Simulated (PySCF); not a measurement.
# Eu(III) with different ligands

Computed with PySCF 2.14.0, PBE0, def2-SVP on the ligands, density fitting, scalar-relativistic core potentials, no spin-orbit coupling, vacuum. The metal has lcecp-1-SVP with ECP52. Each complex is relaxed within the symmetry of a template of the same shape. Distances are means of the shortest metal–ligand contacts, charges and spins Mulliken's. lcecp potentials hold a fixed number of 4f electrons in the core, out of states, spins and gaps.

```csv
complex,point group,M–first ligand (Å),charge on M (e),dipole (D),"strongest infrared band, degenerate modes summed (cm⁻¹)",unstable modes (below −25 cm⁻¹)
EuO(OH),Cs,1.854,0.79,6.09,817,0
EuOCl,Cs,1.834,0.81,7.54,842,0
EuSF,Cs,2.353,0.81,8.30,570,0
```

(1) What does the calculation give for EuOF?

One start shape was tried for each, so a minimum needn't be the lowest isomer.

Results:

(1) point group: Cs, M–first ligand (Å): 1.846, charge on M (e): 0.90, dipole (D): 7.56, strongest infrared band, degenerate modes summed (cm⁻¹): 826, unstable modes (below −25 cm⁻¹): 0.
```xyz
3

Eu    0.0362    0.0000   -0.3500
O     1.5439    0.0000    0.7150
F    -1.6784    0.0000    0.7977
```
